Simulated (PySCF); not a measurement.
C2H2Cl, SMILES ClC=[CH], multiplicity 2.

Coordinates come from a PBE-D3(BJ)/def2-TZVP optimisation. The isomer is the one that the SMILES or the coordinates give; other isomers of the formula were not compared.

Method: PBE-D3(BJ)/def2-TZVP in PySCF.

Frequencies are harmonic and unscaled.

```csv
mode,ν (cm⁻¹),IR (km/mol),moving atoms (share of kinetic energy)
1,329,12.3,"C 45 %, H 36 %, Cl 20 %"
2,621,15.9,"H 56 %, C 44 %"
3,640,30.8,"C 62 %, Cl 29 %, H 9 %"
4,750,96.0,"H 55 %, C 44 %"
5,800,72.9,"H 85 %, C 15 %"
6,1170,4.6,H 93 %
7,1597,46.1,C 92 %
8,3117,3.6,"H 92 %, C 8 %"
9,3236,10.1,"H 90 %, C 10 %"
```
